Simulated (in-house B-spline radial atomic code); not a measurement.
Configurations of F III (F2+), with energies counted from [He] 2s2 2p3. Level of theory: non-relativistic wB97X, spin-polarised, spherical fractional occupations, exact exchange averaged over the configuration, point nucleus; calculated with a B-spline radial code for spherical atoms. Shells without spins written out take the highest spin.

| configuration | E - E(ref) (eV) | highest orbital | its <r> (bohr) |
| --- | --- | --- | --- |
| [He] 2s2 2p2 3s1 | 39.918 | 3s up | 2.686 |
| [He] 2s1 2p3 3s1 | 48.264 | 3s up | 2.671 |
| [He] 2s1 2p3 3d1 | 57.049 | 3d up | 3.125 |

**Question.** Order these further configurations by energy, lowest first.
A. [He] 2s1 2p4
B. [He] 2s1 2p3 3p1
C. [He] 2s2 2p2 3d1

**Answer.** A (19.083 eV), C (48.717 eV), B (52.302 eV).
